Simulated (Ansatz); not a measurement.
Cost and result for the atomization energy of OSn (`[O]=[Sn]`) (2 atoms, 1 bond).

Charge 0, multiplicity 1. Correlated methods include outer-core shells of Sn, which these sets cover unevenly. Sn: def2 effective core potential. All single points use the PBE0-D4/def2-TZVP geometry. Program: Ansatz. All runs use 2 threads of an AMD EPYC 7R13 on a shared host. Times are those of one run each, without the atoms' runs, and a repeat can differ threefold. Electronic energies, without spin–orbit coupling; frozen cores. CCSD(T)/CBS adds CCSD(T) − MP2 in def2-TZVPP to the MP2 limit, and its time is that of the two runs behind it. T1 = 0.033; the RHF reference is unstable towards UHF. With those shells the extrapolation isn't a true limit.

CCSD(T)/CBS is a level of theory with its own doubt, some kJ/mol a heavy atom from the limit and from the frozen cores, so smaller differences don't rank the functionals.

| level | functions | wall time | atomization (kJ/mol) | difference from CCSD(T)/CBS | per bond |
| --- | --- | --- | --- | --- | --- |
| LDA (SPW92)/def2-TZVPP | 81 | 0.41 s | 700.8 | 131.6 | 131.5 |
| PBE-D4/def2-TZVPP (with forces) | 81 | 0.61 s | 596.3 | 27.1 | 27.0 |
| CCSD(T)/def2-SVP | 40 | 0.65 s | 464.2 | -105.0 | -105.0 |
| CAM-B3LYP-D4/def2-TZVPP | 81 | 0.81 s | 532.2 | -37.0 | -37.1 |
| r2SCAN-D4/def2-TZVPP (with forces) | 81 | 1.2 s | 546.1 | -23.1 | -23.1 |
| PBE-QIDH/def2-TZVPP | 81 | 1.3 s | 516.8 | -52.4 | -52.5 |
| B2PLYP/def2-TZVPP | 81 | 1.5 s | 560.2 | -9.0 | -9.1 |
| RPA@PBE/def2-TZVPP | 81 | 1.6 s | 496.4 | -72.8 | -72.8 |
| ωB97X-V/def2-TZVPP | 81 | 1.6 s | 538.5 | -30.7 | -30.7 |
| ωB97M-V/def2-TZVPP (with forces) | 81 | 2.1 s | 526.1 | -43.1 | -43.1 |
| CCSD(T)/def2-TZVPP | 81 | 2.2 s | 528.9 | -40.3 | -40.3 |
| CCSD(T)/def2-QZVPP | 139 | 6.5 s | 552.0 | -17.2 | -17.2 |
| CCSD(T)/CBS(def2) | – | 8.7 s | 569.2 | 0.0 | 0.0 |

From PBE to PBE0 (25 % exact exchange), in def2-TZVPP and without D4, the atomization energy moves by −78.7 kJ/mol: exact exchange takes away binding that semilocal exchange gives to molecules. In def2-TZVPP, CCSD(T) changes the Hartree–Fock value by +363.3 kJ/mol (the triples alone add +48.0 kJ/mol) and MP2 by +421.5 kJ/mol; breaking electron pairs costs correlation energy, which Hartree–Fock lacks. At CCSD(T), def2-SVP lies −105.0 kJ/mol from the extrapolated value and def2-TZVPP −40.3 kJ/mol: correlation converges slowly with the basis, and small sets miss more of it in the bonded molecule than in its fragments.

Spin–orbit coupling would lower the free Sn atoms strongly, and the atomization energy with them, by more than many differences here. For some Ge, Se and Sn compounds the MP2-based and the directly extrapolated limit differ by 10 to 25 kJ/mol.
